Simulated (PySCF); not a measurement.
C3H6O2Si, SMILES C=C=C[SiH](O)O. Atoms are numbered in the order given.

```xyz
12

C      2.5375     0.9412    -0.8869
C      1.3298     0.4777    -1.0923
C      0.1101     0.0204    -1.2226
Si    -0.9853    -0.0643     0.2815
O     -1.3851    -1.6691     0.4392
O     -0.1741     0.5478     1.5902
H      2.7589     2.0076    -0.9967
H      3.3631     0.2704    -0.6276
H     -0.2347    -0.3276    -2.2052
H     -2.2206     0.7549     0.1646
H     -2.0430    -1.8783     1.1090
H      0.7791     0.4082     1.5900
```

The structure is a stationary point at PBE0-D3(BJ)/def2-SVP. The structure was generated by enumeration, and PubChem lists no compound with its InChIKey, so it may never have been made. One conformer was computed; it need not be the lowest.

Calculation: KT2/pcSseg-1 run with PySCF.

GIAO shieldings, no solvent; atoms listed in one row are averaged. δ = σ(ref) − σ: ¹³C against TMS (σ = 185.1 ppm); ²⁹Si against TMS (σ = 361.9 ppm); ¹⁷O against H2O (σ = 330.4 ppm); ¹H against TMS (σ = 31.47 ppm), references at their B3LYP-D3(BJ)/def2-TZVP geometries, non-relativistic.

Computed chemical shifts:
| nucleus | atoms | count | δ (ppm) |
|---|---|---|---|
| ¹³C | C2 | 1 | 212.7 |
| ¹³C | C3 | 1 | 78.3 |
| ¹³C | C1 | 1 | 69.0 |
| ²⁹Si | Si4 | 1 | -29.0 |
| ¹⁷O | O5 | 1 | 80.5 |
| ¹⁷O | O6 | 1 | 61.9 |
| ¹H | H10 | 1 | 5.34 |
| ¹H | H9 | 1 | 5.30 |
| ¹H | H7, H8 | 2 | 4.88 |
| ¹H | H12 | 1 | 2.74 |
| ¹H | H11 | 1 | 2.32 |
